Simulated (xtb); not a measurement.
A run for xtb: GFN2-xTB on H6SiSn (SMILES [SiH3][SnH3]), a point of a bond scan (R = 1.334 Å).

```
$ xtb mol.xyz --gfn 2 --sp --chrg 0 --uhf 0
8

Sn    -0.61782741     0.06128438    -0.01104223
Si     1.94433205    -0.19286485     0.03475042
H     -1.31526903    -0.97677330    -1.18186460
H     -1.06686420     1.66906744    -0.39602690
H     -1.29897929    -0.32715219     1.51210016
H      2.27456656    -1.44965227     0.33581457
H      2.52737364     0.71260904     1.05295175
H      2.51320142     0.14743305    -1.29082092
```

The head of its log:

```
[...]
           -------------------------------------------------
          |                Calculation Setup                |
           -------------------------------------------------



           -------------------------------------------------
          |                 G F N 2 - x T B                 |
           -------------------------------------------------

        Reference                      10.1021/acs.jctc.8b01176
      * Hamiltonian:
        H0-scaling (s, p, d)           1.850000    2.230000    2.230000
        zeta-weighting                 0.500000
      * Dispersion:
        s8                             2.700000
        a1                             0.520000
        a2                             5.000000
        s9                             5.000000
      * Repulsion:
        kExp                           1.500000    1.000000
        rExp                           1.000000
      * Coulomb:
        alpha                          2.000000
        third order                    shell-resolved
        anisotropic                    true
        a3                             3.000000
        a5                             4.000000
        cn-shift                       1.200000
        cn-exp                         4.000000
        max-rad                        5.000000


          ...................................................
          :                      SETUP                      :
          :.................................................:
          :  # basis functions                  26          :
          :  # atomic orbitals                  24          :
          :  # shells                           12          :
          :  # electrons                        14          :
          :  max. iterations                   250          :
          :  Hamiltonian                  GFN2-xTB          :
          :  restarted?                      false          :
          :  GBSA solvation                  false          :
          :  PC potential                    false          :
          :  electronic temp.          300.0000000     K    :
          :  accuracy                    1.0000000          :
          :  -> integral cutoff          0.2500000E+02      :
          :  -> integral neglect         0.1000000E-07      :
          :  -> SCF convergence          0.1000000E-05 Eh   :
          :  -> wf. convergence          0.1000000E-03 e    :
          :  Broyden damping             0.4000000          :
          :  net charge                          0          :
          :  unpaired electrons                  0          :
          ...................................................

 iter      E             dE          RMSdq      gap      omega  full diag
   1     -6.7648955 -0.676490E+01  0.777E+00    5.36       0.0  T
   2     -6.8809396 -0.116044E+00  0.109E+01    4.05       1.0  T
```

Question: Give the final energy of this run.

Answer: -6.8588 hartree.
